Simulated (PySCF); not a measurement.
The free ion Zr2+ in its d2 configuration.

Method (PySCF 2.14, density fitting): CASSCF(2,5) with orbitals averaged over all microstates of the shell, strongly contracted NEVPT2 on the averaged canonical orbitals; basis x2c-TZVPall; spin-free X2C; gas phase; spin-orbit coupling by state interaction with the mean-field operator over all roots.

CASSCF energies above the lowest CASSCF root:

| state | CASSCF / cm⁻¹ |
| --- | --- |
| 3F | 0 |
| 1D | 8405 |
| 3P | 9766 |
| 1G | 12962 |
| 1S | 32347 |

Q: How does dynamic correlation (SC-NEVPT2) move these states?

A: 
| state | NEVPT2 / cm⁻¹ | shift / cm⁻¹ |
| --- | --- | --- |
| 3F | 0 | 0 |
| 1D | 6686 | -1719 |
| 3P | 8348 | -1417 |
| 1G | 11561 | -1401 |
| 1S | 27626 | -4721 |

In the ligand-field fit B goes from 651 to 558 cm⁻¹, C goes from 2575 to 2232 cm⁻¹.
